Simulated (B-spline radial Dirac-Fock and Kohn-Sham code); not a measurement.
# La⁵⁺: K-LL lines in intermediate coupling

System: La⁵⁺ in the configuration 1s2 2s2 2p6 3s2 3p6 3d10 4s2 4p6 4d10 5s2 5p4.

Input of the calculation (task.json; shells as n, l, electrons):

```json
{"items": [{
  "Z": 57,
  "q": 5,
  "cfg": [[1, 0, 2], [2, 0, 2], [2, 1, 6], [3, 0, 2], [3, 1, 6], [3, 2, 10], [4, 0, 2], [4, 1, 6], [4, 2, 10], [5, 0, 2], [5, 1, 4]],
  "A": 139,
  "rrms": 4.855,
  "do": ["binding", "quiet", "double"]
}]}
```

Run with: `python xray_run.py task.json out`

Model: relaxed Dirac-Fock hole states (ΔSCF) with Breit and QED corrections and a finite nucleus. Program: a B-spline atomic structure program. The two-hole levels come from diagonalising the Coulomb interaction among the jj configurations; intensities are independent-particle Coulomb rates. Kinetic energies are from the vacuum level. Correlation energy is missing from these numbers. Open outer shells are spectators and are not coupled to the holes. The rates lack the Breit term, which in heavy atoms raises K-L1L1 and K-L1L2. Labels follow the leading weight; the literature often keeps the label of the LS limit.

```
kinetic energy (eV)  J  leading jj holes (weight)  leading LS term (weight)
            26140.8  0                L1L1 (0.99)                ¹S0 (0.99)
            26523.9  1                L1L2 (0.99)                ³P1 (0.56)
            26558.6  0                L1L2 (1.00)                ³P0 (1.00)
            26868.9  0                L2L2 (0.99)                ³P0 (0.63)
            26916.0  1                L1L3 (0.99)                ¹P1 (0.56)
            26972.4  2                L1L3 (1.00)                ³P2 (1.00)
            27289.6  2                L2L3 (1.00)                ¹D2 (0.70)
            27309.8  1                L2L3 (1.00)                ³P1 (1.00)
            27678.2  0                L3L3 (1.00)                ¹S0 (0.63)
            27714.4  2                L3L3 (1.00)                ³P2 (0.70)
```

The intensity is shared as follows: 27289.6 eV 41.4 %, 27714.4 eV 14.9 %, 26523.9 eV 13.8 %, 26916.0 eV 11.5 %, 26140.8 eV 9.0 %, 26972.4 eV 2.8 %, 26868.9 eV 2.6 %, 27678.2 eV 2.6 %, 26558.6 eV 1.3 %, 27309.8 eV 0.0 %.

The strongest line, by its leading LS label ¹D2, lies at 27289.6 eV. The mean weight of the leading component is 1.00 in jj and 0.78 in LS coupling, so jj labels describe these levels better.

Run: 33 s of CPU time on 1 thread of Intel(R) Xeon(R) 6975P-C (shared host), peak memory 0.47 GiB.
